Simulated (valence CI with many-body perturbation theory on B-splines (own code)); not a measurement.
## Bi76+: electric-dipole lines

Computed by configuration interaction combined with many-body perturbation theory (CI+MBPT): five valence electrons over a frozen Dirac-Fock core [He], a basis of 11 s, 11 p, 10 d, 8 f, 5 g, 2 h functions for each j, with the one-electron correlation potential Σ1 (screened to all orders), the two-electron term Σ2, the three-electron term Σ3, Breit, model QED; selected single and double excitations, second order for the rest, scaled by the run's own slope (own B-spline code, finite nucleus).

No measured spectrum was set against this ion. As an estimate, large intervals hold to a few tenths of a per cent, small ones and those within an open d or f shell to about a per cent. Among the levels kept, up to 7700 cm⁻¹ of a level comes from second order outside the variational space, and about a tenth of that is noise between levels of different J, which matters for small intervals.

Lines 151 to 200 of 600 in falling wavelength, among levels below 17723 eV, chosen from the strongest by gf and those to the six lowest levels. Wavelengths and rates use the calculated energies. Electric multipoles are in the length gauge, E1 and E2 with the static RPA response of the core. Weak lines are less certain than strong ones. Lines between different terms over intervals too small for the method are left out, as are lines whose strength nearly cancels. The highest levels of a list are the least certain.

Levels are named by their leading jj configuration (3d3/2^4 stands for four electrons in 3d with j = 3/2), which in mixed levels can hold well under half, so a name can repeat and another be missing. Letters in brackets count levels of one name in rising energy.

```tsv
λ vac (nm)	Upper	Lower	A (s⁻¹)	log gf	Branch %
1.465	(2s 2p1/2 2p3/2^2 3d3/2) J=3/2 [e]	(2s 2p1/2 2p3/2^2 3p1/2) J=3/2 [c]	9.53e+11	-0.91	0.0
1.464	(2s 2p1/2 2p3/2^2 3p3/2) J=5/2 [e]	(2s 2p1/2 2p3/2^2 3s) J=3/2 [d]	1.16e+12	-0.65	1.0
1.464	(2s 2p1/2^2 2p3/2 3p3/2) J=3/2 [b]	(2s 2p1/2^2 2p3/2 3s) J=3/2 [b]	2.14e+12	-0.56	0.6
1.462	(2s 2p1/2 2p3/2^2 3d3/2) J=5/2 [e]	(2s 2p1/2 2p3/2^2 3p1/2) J=5/2 [c]	1.25e+12	-0.62	0.0
1.462	(2s^2 2p1/2^2 3p3/2) J=3/2	(2s^2 2p1/2^2 3s) J=1/2	4.90e+12	-0.20	61.7
1.461	(2s^2 2p1/2 2p3/2 3p3/2) J=3/2 [b]	(2s^2 2p1/2 2p3/2 3s) J=3/2 [b]	1.62e+12	-0.68	21.4
1.460	(2s 2p1/2 2p3/2^2 3p3/2) J=3/2 [f]	(2s 2p1/2 2p3/2^2 3s) J=3/2 [b]	9.06e+11	-0.94	0.2
1.457	(2s 2p1/2^2 2p3/2 3p3/2) J=3/2 [a]	(2s 2p1/2^2 2p3/2 3s) J=5/2	9.81e+11	-0.90	0.2
1.457	(2s 2p1/2 2p3/2^2 3p3/2) J=3/2 [b]	(2s 2p1/2 2p3/2^2 3s) J=3/2 [a]	1.49e+12	-0.72	0.1
1.456	(2s 2p1/2 2p3/2^2 3p3/2) J=5/2 [b]	(2s 2p1/2 2p3/2^2 3s) J=5/2 [b]	3.15e+12	-0.22	0.4
1.453	(2s 2p1/2 2p3/2^2 3p3/2) J=5/2 [e]	(2s 2p1/2 2p3/2^2 3s) J=3/2 [b]	2.10e+12	-0.40	1.9
1.446	(2s^2 2p1/2 2p3/2 3p3/2) J=5/2 [b]	(2s^2 2p1/2 2p3/2 3s) J=3/2 [b]	2.51e+12	-0.33	26.2
1.444	(2s 2p1/2^2 2p3/2 3p3/2) J=3/2 [b]	(2s 2p1/2^2 2p3/2 3s) J=1/2	2.79e+12	-0.46	0.8
1.435	(2s 2p1/2^2 2p3/2 3p3/2) J=1/2 [b]	(2s 2p1/2^2 2p3/2 3s) J=1/2	4.01e+12	-0.61	5.6
1.434	(2s^2 2p1/2 2p3/2 3p3/2) J=3/2 [b]	(2s^2 2p1/2 2p3/2 3s) J=1/2	1.50e+12	-0.73	19.8
1.432	(2s^2 2p1/2 2p3/2 3p3/2) J=5/2 [b]	(2s^2 2p1/2 2p3/2 3s) J=5/2	2.63e+12	-0.31	27.4
1.422	(2s 2p1/2^2 2p3/2 3p3/2) J=5/2 [a]	(2s 2p1/2^2 2p3/2 3s) J=5/2	2.74e+12	-0.30	0.6
1.421	(2s 2p1/2 2p3/2^2 3p3/2) J=3/2 [g]	(2s 2p1/2 2p3/2^2 3s) J=5/2 [c]	8.03e+11	-1.01	0.3
1.420	(2s 2p1/2 2p3/2^2 3p3/2) J=3/2 [c]	(2s 2p1/2 2p3/2^2 3s) J=3/2 [a]	9.26e+11	-0.95	0.1
1.420	(2p1/2^2 2p3/2^2 3p3/2) J=3/2	(2p1/2^2 2p3/2^2 3s) J=3/2	3.74e+12	-0.34	0.6
1.414	(2s^2 2p1/2 2p3/2 3p3/2) J=3/2 [b]	(2s^2 2p1/2 2p3/2 3s) J=3/2 [a]	1.67e+12	-0.70	22.0
1.413	(2s 2p1/2 2p3/2^2 3p3/2) J=1/2 [d]	(2s 2p1/2 2p3/2^2 3s) J=3/2 [d]	2.10e+12	-0.90	0.7
1.409	(2s^2 2p3/2^2 3p3/2) J=3/2 [a]	(2s^2 2p3/2^2 3s) J=3/2	3.93e+12	-0.33	19.5
1.407	(2s 2p1/2 2p3/2^2 3p3/2) J=3/2 [g]	(2s 2p1/2 2p3/2^2 3s) J=3/2 [c]	2.56e+12	-0.52	0.8
1.401	(2s 2p1/2 2p3/2^2 3p3/2) J=5/2 [b]	(2s 2p1/2 2p3/2^2 3s) J=7/2	1.27e+12	-0.65	0.2
1.400	(2s^2 2p1/2 2p3/2 3p3/2) J=1/2 [b]	(2s^2 2p1/2 2p3/2 3s) J=3/2 [b]	4.52e+12	-0.58	31.9
1.399	(2s 2p1/2 2p3/2^2 3p3/2) J=1/2 [d]	(2s 2p1/2 2p3/2^2 3s) J=1/2 [b]	2.51e+12	-0.83	0.8
1.398	(2p1/2^2 2p3/2^2 3p3/2) J=3/2	(2p1/2^2 2p3/2^2 3s) J=5/2	9.82e+11	-0.94	0.2
1.388	(2s^2 2p3/2^2 3p3/2) J=3/2 [a]	(2s^2 2p3/2^2 3s) J=5/2	1.03e+12	-0.93	5.1
1.318	(2s 2p1/2 2p3/2^2 3p3/2) J=5/2 [e]	(2s 2p1/2 2p3/2^2 3s) J=5/2 [b]	6.10e+11	-1.02	0.5
0.4505	(2s 2p1/2 2p3/2^2 3d5/2) J=9/2 [a]	(2s^2 2p1/2 2p3/2 3d5/2) J=7/2 [a]	7.75e+12	-0.63	78.7
0.4501	(2s 2p1/2 2p3/2^2 3d5/2) J=9/2 [b]	(2s^2 2p1/2 2p3/2 3d5/2) J=7/2 [b]	4.95e+12	-0.82	29.1
0.4501	(2s 2p1/2 2p3/2^2 3p3/2) J=7/2 [b]	(2s^2 2p1/2 2p3/2 3p3/2) J=5/2 [b]	7.27e+12	-0.75	2.6
0.4500	(2s 2p1/2 2p3/2^2 3s) J=5/2 [a]	(2s^2 2p1/2 2p3/2 3s) J=3/2 [a]	9.43e+12	-0.76	7.2
0.4496	(2s 2p1/2 2p3/2^2 3p3/2) J=7/2 [a]	(2s^2 2p1/2 2p3/2 3p3/2) J=5/2 [a]	5.03e+12	-0.91	23.6
0.4492	(2s 2p1/2 2p3/2^2 3d5/2) J=7/2 [a]	(2s^2 2p1/2 2p3/2 3d5/2) J=7/2 [a]	3.92e+12	-1.02	4.2
0.4492	(2s 2p1/2 2p3/2^2 3p1/2) J=3/2 [a]	(2s^2 2p1/2 2p3/2 3p1/2) J=1/2	8.01e+12	-1.01	2.5
0.4487	(2s 2p1/2 2p3/2^2 3d3/2) J=5/2 [a]	(2s^2 2p1/2 2p3/2 3d3/2) J=3/2 [a]	6.14e+12	-0.95	1.1
0.4481	(2s 2p1/2 2p3/2^2 3p1/2) J=5/2 [a]	(2s^2 2p1/2 2p3/2 3p1/2) J=3/2 [a]	9.00e+12	-0.79	1.5
0.4474	(2s 2p1/2 2p3/2^2 3d3/2) J=7/2 [a]	(2s^2 2p1/2 2p3/2 3d3/2) J=5/2 [a]	7.03e+12	-0.77	0.7
0.4462	(2s 2p1/2 2p3/2^2 3d5/2) J=11/2	(2s^2 2p1/2 2p3/2 3d5/2) J=9/2	8.00e+12	-0.54	97.2
0.4458	(2s 2p1/2 2p3/2^2 3s) J=7/2	(2s^2 2p1/2 2p3/2 3s) J=5/2	9.35e+12	-0.65	5.6
0.4455	(2s 2p1/2 2p3/2^2 3d3/2) J=5/2 [b]	(2s^2 2p1/2 2p3/2 3d3/2) J=3/2 [b]	6.55e+12	-0.93	0.2
0.4454	(2s 2p1/2 2p3/2^2 3p1/2) J=5/2 [b]	(2s^2 2p1/2 2p3/2 3p1/2) J=3/2 [b]	8.46e+12	-0.82	1.7
0.4454	(2s 2p1/2 2p3/2^2 3d3/2) J=7/2 [b]	(2s^2 2p1/2 2p3/2 3d3/2) J=5/2 [b]	6.69e+12	-0.80	0.3
0.4449	(2s 2p1/2 2p3/2^2 3p3/2) J=9/2	(2s^2 2p1/2 2p3/2 3p3/2) J=7/2	8.04e+12	-0.62	48.6
0.4446	(2s 2p1/2 2p3/2^2 3d3/2) J=9/2	(2s^2 2p1/2 2p3/2 3d3/2) J=7/2	8.05e+12	-0.62	31.9
0.4446	(2s 2p1/2 2p3/2^2 3p1/2) J=7/2	(2s^2 2p1/2 2p3/2 3p1/2) J=5/2	9.07e+12	-0.67	1.1
0.4428	(2s 2p1/2 2p3/2^2 3d5/2) J=7/2 [b]	(2s^2 2p1/2 2p3/2 3d5/2) J=5/2 [b]	4.08e+12	-1.02	0.2
0.4418	(2s 2p1/2 2p3/2^2 3s) J=5/2 [b]	(2s^2 2p1/2 2p3/2 3s) J=3/2 [b]	5.62e+12	-1.01	1.2
```
